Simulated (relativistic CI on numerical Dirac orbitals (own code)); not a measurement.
**Mn²⁺ in a cubic cluster: 3p photoemission with charge transfer**

Computed with a charge-transfer multiplet model of a cubic metal-ligand cluster with up to one ligand hole, Slater and spin-orbit integrals from Dirac-Coulomb-Breit ions, Slater integrals scaled by 0.8. The ground state mixes d5 with configurations of k ligand holes L, whose averages lie at kΔ + k(k − 1)U_dd/2; a core hole lowers each added d electron by U_cd. 300 K, Lorentzian 0.9 eV and Gaussian 0.8 eV FWHM.

Atomic integrals in eV (Slater integrals scaled, ζ unscaled), ground: F2dd 8.204, F4dd 5.095, zeta_d 0.037; with the core hole: F2dd 9.143, F4dd 5.721, zeta_d 0.043, zeta_core 0.835, F2cd 9.879, G1cd 12.251, G3cd 7.459.

Cluster parameters (eV): Δ = 5.5, U_dd = 6.2, U_cd = 7.6, 10Dq = 1, 10Dq(ligand) = 1.4, final-state hopping factor = 1.

```tsv
Case	n_d	d5	d6L	S
V(eg) = 2.65 eV, V(t2g) = -1.29 eV	5.17	0.83	0.17	2.50
V(eg) = 2.95 eV, V(t2g) = -1.44 eV	5.20	0.80	0.20	2.50
V(eg) = 3.55 eV, V(t2g) = -1.73 eV	5.23	0.77	0.23	2.50
```

Weights, n_d and S are thermal averages at 300 K. Binding energies count from the first peak over 30 % of the highest in each spectrum, which can be another peak from case to case. The parameters are a model scan and need not match a compound or its usual spin state. Peaks in eV (height, largest 100):
- V(eg) = 2.65 eV, V(t2g) = -1.29 eV: 0.0 (100), 2.3 (26), 7.2 (14), 11.0 (10), 17.9 (29), 26.7 (11)
- V(eg) = 2.95 eV, V(t2g) = -1.44 eV: 0.0 (100), 7.7 (12), 11.7 (10), 18.0 (31), 27.6 (9)
- V(eg) = 3.55 eV, V(t2g) = -1.73 eV: 0.0 (100), 8.8 (8), 13.0 (10), 18.2 (34), 29.5 (7)

For the case V(eg) = 2.95 eV, V(t2g) = -1.44 eV, Δ = 5.5 eV is smaller than U_dd = 6.2 eV, the charge-transfer side of the Zaanen-Sawatzky-Allen scheme. With the core hole the average of the configuration with one ligand hole lies at Δ − U_cd = -2.1 eV before mixing: the effective hopping of about 4.7 eV (from the holes of the mixed ground state) is comparable with this gap or larger, so the configurations mix strongly.

With at most 1 ligand hole the space is cut while the next configuration still counts, so covalency is underestimated, and a final configuration with one more ligand hole, which can lie low, is missing from the spectra.
